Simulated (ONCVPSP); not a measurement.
**PBE ONCV dataset for Zn (Z = 30), scalar-relativistic all-electron reference.**

ONCVPSP 4.0.1 input, shortened (lines: element, Z, core and valence counts, functional; n l f; lmax; l rc ep ncon nbas qcut; lloc lpopt rc5 dvloc0; l nproj debl; icmod fcfact rcfact), PBE, scalar-relativistic:

```
  Zn 30.00    3    4        4      upf
    1    0    2.00
    2    0    2.00
    2    1    6.00
    3    0    2.00
    3    1    6.00
    3    2   10.00
    4    0    1.50
    2
    0    1.10    0.00    5    9    9.80
    1    0.90    0.00    4    8   14.20
    2    1.25    0.00    3    7   13.70
    4    5    0.55    0.00
    0    3    3.30
    1    2    2.00
    2    2    1.00
    3    3.50    1.10
```

In the p channel the program set the typed energies aside and used -3.235, 0.250 Ha.

(1) Estimate the cutoffs (Ha) at which the residual kinetic energy of the hardest occupied pseudo-wave falls to 1 and 0.1 mHa per electron.

(2) Does the potential have ghost states?

(3) Tests: 3s2 3p6 3d10 4s2; 3s2 3p6 3d10 4s1; 3s2 3p6 3d10 4s0; 3s2 3p6 3d9 4s0. Which has the largest error in its energy relative to the reference configuration, and how large is it?

Answers

(1) 70 Ha and 116 Ha.

(2) No bound ghost flagged; GHOST(+) flags only above 600 eV.

(3) 3s2 3p6 3d9 4s0, with +3.6 meV (all-electron minus pseudo) on +64.92 eV.
